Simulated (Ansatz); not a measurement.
Species: C$_{3}$H$_{9}$B, SMILES `CB(C)C` (charge 0, multiplicity 1).

### Question
Give a relaxed geometry from B3LYP-D3(BJ)/def2-TZVP (Ansatz, a first-principles code).

### Answer
the end point of this relaxation (outside a Z-matrix the atoms follow the SMILES, hydrogens last).
Cartesian coordinates (Å) in one orientation:
```xyz
13

C      0.088     1.543     0.308
B      0.003     0.010    -0.021
C     -1.395    -0.704    -0.071
C      1.310    -0.827    -0.266
H     -0.852     2.086     0.194
H      0.370     1.624     1.368
H      0.875     2.064    -0.244
H     -2.122    -0.287     0.631
H     -1.807    -0.510    -1.072
H     -1.360    -1.788     0.048
H      2.207    -0.239    -0.471
H      1.184    -1.573    -1.057
H      1.504    -1.408     0.646
```
